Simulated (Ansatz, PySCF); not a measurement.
This Ansatz (an electronic-structure program) input computes a CCSD(T)/cc-pVDZ energy:

Ansatz 0.2 input:
```yaml
crystal:
  periodic: [false, false, false]
  atoms:
    - {symbol: C, position_ang: [1.18542969, -0.38450131, -0.18488548]}
    - {symbol: C, position_ang: [0.01177011, 0.02005974, 0.00595913]}
    - {symbol: O, position_ang: [-1.17207120, 0.27784900, 0.14939956]}
    - {symbol: H, position_ang: [2.19337076, -0.03614256, -0.12163843]}
basis:
  gaussian:
    orbitals: cc-pVDZ
total_charge: -1
magnetization: {spin_polarized: false}
correlation: {method: ccsd_t, electrons: outside_noble_gas}
```

Write an input for the same energy in PySCF and say what it gives.


```python
from pyscf import gto, scf, mp, cc as ccmod

mol = gto.M(
    atom='''
    C     1.18542969   -0.38450131   -0.18488548
    C     0.01177011    0.02005974    0.00595913
    O    -1.17207120    0.27784900    0.14939956
    H     2.19337076   -0.03614256   -0.12163843
    ''',
    basis='cc-pvdz',
    charge=-1,
    spin=0,
    verbose=4,
)

mf = scf.RHF(mol)
mf.conv_tol = 1e-10
mf.max_cycle = 100
mf.kernel()
mp2 = mp.MP2(mf, frozen=3).run()
cc = ccmod.CCSD(mf, frozen=3)
cc.max_cycle = 100
cc.kernel()
et = cc.ccsd_t()
print(f'E(CCSD(T)) = {cc.e_tot + et:.9f}')
```
It gives -151.58861 Eh, and Ansatz -151.58861 Eh, a difference of 0.00 mEh.

It need not be the lowest isomer of its formula. Whether it binds its extra electron was not tested at this geometry.
